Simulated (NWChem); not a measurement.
System meant: C₃H₅BO₂; SMILES C=CB(O)C=O

Input file for NWChem:

```
start job
memory heap 200 mb stack 900 mb global 1100 mb
geometry units angstroms noautosym nocenter noautoz
  C     -0.064563    -2.561937     0.001408
  C     -0.722418    -1.392095    -0.001024
  B      0.017944    -0.028782    -0.000818
  O      1.359744     0.062202    -0.000487
  C     -0.700246     1.425107    -0.000552
  O      0.016529     2.406250     0.000742
  H      1.030747    -2.588738     0.003376
  H     -0.578814    -3.529330     0.001583
  H     -1.819804    -1.417057    -0.002860
  H      1.590207     1.009826     0.000157
  H     -1.813580     1.562645    -0.001504
end
basis spherical
  * library def2-svp
end
dft
  xc m06-2x
  iterations 150
end
property
  shielding
end
task dft property
```

End of the output:

```
 Vector   25  Occ=0.000000D+00  E= 1.060744D-01
              MO Center=  1.0D-01, -4.7D-01,  2.1D-04, r^2= 7.9D+00
   Bfn.  Coefficient  Atom+Function         Bfn.  Coefficient  Atom+Function
  ----- ------------  ---------------      ----- ------------  ---------------
    31     -1.530703   3 B  s                17      1.410292   2 C  s
     3      0.926279   1 C  s                96     -0.777243   9 H  s
   101     -0.774316  10 H  s                91     -0.754807   8 H  s
    45      0.679072   4 O  s                59      0.497472   5 C  s
    22      0.477492   2 C  py               35      0.409408   3 B  px

 center of mass
 --------------
 x =   0.06207385 y =   0.08583570 z =  -0.00013908

 moments of inertia (a.u.)
 ------------------
         870.330921477629         -16.664610371918          -0.046067368696
         -16.664610371918         186.754287170080           0.069884835017
          -0.046067368696           0.069884835017        1057.084607992856

     Multipole analysis of the density
     ---------------------------------

     L   x y z        total         alpha         beta         nuclear
     -   - - -        -----         -----         ----         -------
     0   0 0 0     -0.000000    -22.000000    -22.000000     44.000000

     1   1 0 0     -0.443274     -0.774663     -0.774663      1.106053
     1   0 1 0     -0.532987      0.236644      0.236644     -1.006275
     1   0 0 1     -0.000238      0.002060      0.002060     -0.004358

     2   2 0 0    -24.467363    -68.335837    -68.335837    112.204310
     2   1 1 0      0.472249     -4.685287     -4.685287      9.842824
     2   1 0 1      0.005060     -0.018334     -0.018334      0.041728
     2   0 2 0    -27.894191   -253.524583   -253.524583    479.154976
     2   0 1 1     -0.007104      0.025225      0.025225     -0.057554
     2   0 0 2    -26.345983    -13.173088    -13.173088      0.000193

          -----------------------------------------
          Chemical Shielding Tensors (GIAO, in ppm)
          -----------------------------------------

 ------------------------------------------------------------------------
  xm06: d2 not coded                    0
 ------------------------------------------------------------------------
 ------------------------------------------------------------------------
  current input line :
    26: task dft property
 ------------------------------------------------------------------------
 ------------------------------------------------------------------------
 This error has not yet been assigned to a category
 ------------------------------------------------------------------------
 For more information see the NWChem manual at https://nwchemgit.github.io

0: xm06: d2 not coded:Received an Error in Communication
```

Task: Can this run be used? If not, why, and what is the fix?

Result: The run crashed. Cause: this functional's second derivatives, which shieldings need, aren't coded here; the fix takes a hybrid GGA instead. This input runs:
```
start job
memory heap 200 mb stack 900 mb global 1100 mb
geometry units angstroms noautosym nocenter noautoz
  C     -0.064563    -2.561937     0.001408
  C     -0.722418    -1.392095    -0.001024
  B      0.017944    -0.028782    -0.000818
  O      1.359744     0.062202    -0.000487
  C     -0.700246     1.425107    -0.000552
  O      0.016529     2.406250     0.000742
  H      1.030747    -2.588738     0.003376
  H     -0.578814    -3.529330     0.001583
  H     -1.819804    -1.417057    -0.002860
  H      1.590207     1.009826     0.000157
  H     -1.813580     1.562645    -0.001504
end
basis spherical
  * library def2-svp
end
dft
  xc pbe0
  iterations 150
end
property
  shielding
end
task dft property
```
It converges to -292.08644 Ha (PBE0/def2-SVP, GIAO).
